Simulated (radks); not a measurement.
Question: The carbon ion C4+, configuration 1s1 2s1 (not the ground configuration). Calculated with a radial shooting solver on a logarithmic mesh with Libxc functionals: scalar-relativistic Kohn-Sham, PBE, spin-polarised, spherical densities, point nucleus; open shells are filled with parallel spins first. Some entries of the table are withheld. Estimate them.

orbital  occ.  eigenvalue (eV)  <1/r> (bohr^-1)  <r> (bohr)
1s up       1        -422.4388            5.978      0.2523
2s up       1         -85.2758            1.337       1.099
2p up       0         -79.4879            1.309      0.9636
3d up       0              (1)           0.5468       2.145

Answer: 
(1) 3d up eigenvalue (eV): -30.1321
